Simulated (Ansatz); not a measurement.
Mulliken charges of `[CH3][Zr]([NH2])([F])[F]` from r2SCAN/def2-TZVPP in Ansatz (PBE0-D4/def2-TZVP geometry).

```tsv
atom	x (Å)	y (Å)	z (Å)	charge (e)
C1	-1.533	-0.406	0.204	-0.498
Zr2	0.285	0.573	-0.611	1.346
N3	1.811	-0.155	0.491	-0.603
F4	0.420	-0.010	-2.424	-0.394
F5	0.053	2.442	-0.296	-0.394
H6	-2.423	-0.065	-0.339	0.073
H7	-1.481	-1.496	0.110	0.073
H8	-1.677	-0.173	1.264	0.073
H9	2.180	0.261	1.336	0.162
H10	2.366	-0.970	0.266	0.162
```

**Question.** By hand: the dipole of these point charges (1 e Å = 4.8032 D).

**Answer.** Σ q r = (0.198, -0.133, 0.187) e Å, of length 0.303 e Å = 1.46 D.

**Question.** How does the dipole of the full density compare? (Best estimate.)

**Answer.** The calculation gave: (0.286, -0.211, 0.292) e Å, 2.21 D; the point charges give 0.66 times that, at 2° from its direction.

Point charges leave out the atoms' own dipoles, such as those of lone pairs, and Mulliken's split depends on the basis, so the two needn't agree.
